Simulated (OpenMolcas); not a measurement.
Cr3+ with 6 ligands (fluoride) in tetragonal octahedral coordination (D4h). The axial distance is 0.98 times the equatorial one, R.

```yaml
Program: OpenMolcas 26.06
Method: "SS-CASPT2, IPEA 0.25 Eh, imaginary shift 0.1 Eh (closed shells correlated: 3s 3p and the ligand valence shells)"
Basis: ANO-RCC-VDZP [5s4p2d1f]
Scalar_Hamiltonian: DKH2, point nucleus
Active_space: 3 electrons in 5 orbitals (3d)
State_averaging: 2S+1 = 4 even, 10 roots; 2S+1 = 2 even, 40 roots
Spin-orbit_coupling: state interaction with AMFI integrals over the reference wave functions
```

All ligands move together. At R = 1.93 Å the first state of the same spin is 15230 cm-1, and at R = 2.05 Å it is 11460 cm-1.

Task: A third run gives 18630 cm-1. What distance was it run at?

Result: With a power law R^-n the two known points give n = -ln(11460 / 15230) / ln(2.05 / 1.93) = 4.71. Then R = 1.93 × (15230 / 18630)^(1/4.71) = 1.849 Å. The run was at 1.85 Å, so the estimate is off by -0.001 Å.

Over all roots computed the reference weight is 0.71 to 0.72 in R = 1.85, 0.71 to 0.72 in R = 1.93, 0.71 to 0.72 in R = 2.05; a low but even weight reflects the number of correlated electrons. Ligand-to-metal charge-transfer states are missing. With no ligand orbital active B as a rule stays too high, so bands that hang on it stand too high and its fall with covalency is understated. With one d shell and no ligand orbital active, 10Dq can be off by a tenth or more. Free-ion shares, where given, are those of the reference states; single-state CASPT2 does not remix them (holds for R = 2.05). No measured value stands beside these numbers; the geometry is a model, was not optimised and need not be the one that this ion takes.
